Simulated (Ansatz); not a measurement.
Consider the formal exchange of groups at the Si–C bond: `FC1([SiH3])C[SiH2]1` + `CCCO` → `CC([SiH3])CO` + `FC1C[SiH2]1`.

Program: Ansatz. Geometries: PBE0-D4/def2-TZVP. ΔE: electronic, gas phase. CCSD(T)/CBS is the MP2 limit (def2-TZVPP, def2-QZVPP) plus CCSD(T) − MP2 in def2-TZVPP, frozen cores. Each species was taken in one conformer, which may not be the lowest.

`FC1([SiH3])C[SiH2]1`:

```xyz
12

F     1.175    1.038   -1.217
C     0.341    0.321   -0.369
Si   -1.260    1.217   -0.005
C     1.084   -0.366    0.782
Si    0.386   -1.553   -0.453
H    -2.078    0.309    0.844
H    -1.018    2.486    0.734
H    -1.984    1.510   -1.267
H     2.162   -0.236    0.725
H     0.697   -0.233    1.788
H     1.340   -2.174   -1.392
H    -0.844   -2.321   -0.169
```

`CCCO`:

```xyz
12

C     0.580   -0.202   -1.395
C    -0.140    0.485   -0.248
C    -0.060   -0.309    1.040
O    -0.675    0.337    2.134
H     0.159   -1.192   -1.593
H     0.507    0.379   -2.317
H     1.642   -0.334   -1.171
H    -1.196    0.635   -0.510
H     0.281    1.480   -0.071
H    -0.485   -1.313    0.886
H     0.986   -0.447    1.328
H    -1.600    0.480    1.917
```

`CC([SiH3])CO`:

```xyz
15

C     0.438   -1.467   -0.210
C     0.011   -0.137    0.408
Si    1.452    1.074    0.474
C    -1.177    0.467   -0.312
O    -2.275   -0.420   -0.200
H     1.255   -1.927    0.351
H     0.781   -1.329   -1.241
H    -0.398   -2.169   -0.230
H    -0.294   -0.309    1.449
H     1.055    2.349    1.133
H     1.929    1.387   -0.903
H     2.579    0.472    1.235
H    -1.428    1.444    0.125
H    -0.920    0.632   -1.370
H    -3.008   -0.066   -0.709
```

`FC1C[SiH2]1`:

Z-matrix (Å, degrees):
```
C
C 1 1.522
Si 1 1.863 2 65.8
F 1 1.372 2 116.1 3 116.1
H 1 1.088 2 115.4 3 -112.1
H 2 1.085 1 117.8 3 118.2
H 2 1.087 1 113.5 3 -106.4
H 3 1.478 1 119.3 2 -107.2
H 3 1.476 1 119.0 2 100.8
```

```tsv
species	CCSD(T)/CBS(def2) energy (Eh)
`FC1([SiH3])C[SiH2]1`	-758.19921
`CCCO`	-194.14342
`CC([SiH3])CO`	-484.41927
`FC1C[SiH2]1`	-467.91941
```

**Question.** Work out ΔE.

**Answer.** ΔE = (-484.41927) + (-467.91941) − (-758.19921) − (-194.14342) = 0.00395 Eh = +0.11 eV.

Largest T1 diagnostic among the species: 0.013.
